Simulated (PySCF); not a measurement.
Work out the structure from these simulated measurements.

Formula: C6H6F2.

- Couplings: largest of the computed one-bond spin–spin couplings (means over like bonds): 19F–13C -385.4, 19F–13C -380.8, 13C–1H +168.3, 13C–1H +166.6, 13C–1H +162.7, 13C–1H +162.1, 13C–1H +158.6, 13C–1H +158.4 Hz [B3LYP/pcJ-1, spin–dipole term left out for some pairs]
- 13C NMR: chemical shifts (computed TMS as zero) by class: 171.6 (1 C), 145.3 (1 C), 140.3 (1 C), 130.0 (1 C), 124.9 (1 C), 90.2 (1 C) ppm [GIAO PBE0/pcSseg-1]
- UV, first state: lowest singlet excitation: 5.01 eV (247 nm, f = 1.130) [TDDFT CAM-B3LYP/def2-SVPD]
- Dipole: 1.51 D [CAM-B3LYP/def2-SVPD]
- NMR, other nuclei: isotropic shieldings of nuclei other than C and H, by class: 254 (1 F), 255 (1 F) ppm [GIAO PBE0/pcSseg-1]
- Rotational structure: rotational constants A, B, C: 8.572, 0.696, 0.643 GHz [GFN2-xTB]
- Polarisability: 91.2 au [CAM-B3LYP/def2-SVPD]

Electronic properties: PySCF, gas phase, density fitting. Levels stand in brackets. Geometry: GFN2-xTB, one conformer, isolated molecule. NMR values are class means; diastereotopic atoms form classes of their own.

**Question.** Propose a structure and show how it fits.

**Answer.** Numbering: `[CH2:1]=[CH:2]/[CH:3]=[CH:4]/[CH:5]=[C:6]([F:7])[F:8]`. Its formula, C6H6F2, gives 3 degrees of unsaturation: 0 rings and 3 π bonds in the structure found. 6 carbons fall into 6 classes; from least to most shielded: =CF2 carbon [C6] (171.6 ppm), alkene CH carbon [C2] (145.3 ppm), alkene CH carbon [C3] (140.3 ppm), alkene CH carbon [C4] (130.0 ppm), terminal =CH2 carbon [C1] (124.9 ppm), alkene CH carbon [C5] (90.2 ppm). The other shieldings belong to: 254 ppm, vinyl fluorine [F8]; 255 ppm, vinyl fluorine [F7]. The couplings run between: -385.4 Hz, vinyl fluorine [F7] and =CF2 carbon [C6]; -380.8 Hz, vinyl fluorine [F8] and =CF2 carbon [C6]; +168.3 Hz, alkene CH carbon [C5] and its hydrogen; +166.6 Hz, terminal =CH2 carbon [C1] and its hydrogen; +162.7 Hz, terminal =CH2 carbon [C1] and its hydrogen; +162.1 Hz, alkene CH carbon [C4] and its hydrogen; +158.6 Hz, alkene CH carbon [C2] and its hydrogen; +158.4 Hz, alkene CH carbon [C3] and its hydrogen. S1 is mainly HOMO→LUMO (weight 0.98); the largest Löwdin shares of the orbital it empties are 0.17 on an alkene CH carbon, 0.17 on the terminal =CH2 carbon, 0.16 on an alkene CH carbon and 0.13 on the =CF2 carbon, of the orbital it fills 0.18 on the terminal =CH2 carbon, 0.17 on an alkene CH carbon, 0.16 on an alkene CH carbon and 0.14 on the =CF2 carbon. The optimised geometry has point group Cs and is an asymmetric top. Structure: `C=C/C=C/C=C(F)F`. Computed isomers that give other values at the same levels: `C=C1C[C@@H](F)/C1=C/F` (lowest singlet excitation: 5.39 eV (230 nm, f = 0.331)); `FC1=C[C@@H](F)C=CC1` (13C chemical shifts (computed TMS as zero) by class: 171.2 (1 C), 134.2 (1 C), 131.9 (1 C), 109.7 (1 C), 88.0 (1 C), 31.6 (1 C) ppm); `FC1=C[C@@H]2C[C@]2(F)C1` (13C chemical shifts (computed TMS as zero) by class: 171.3 (1 C), 114.5 (1 C), 81.5 (1 C), 41.5 (1 C), 26.6 (1 C), 25.3 (1 C) ppm). The assignments are read from this structure; whether some other isomer fits the data as well wasn't checked.

The values belong to the conformer `[CH2:1]=[CH:2]/[CH:3]=[CH:4]/[CH:5]=[C:6]([F:7])[F:8]`: C1–C2–C3–C4 180°, C3–C4–C5–C6 180°.
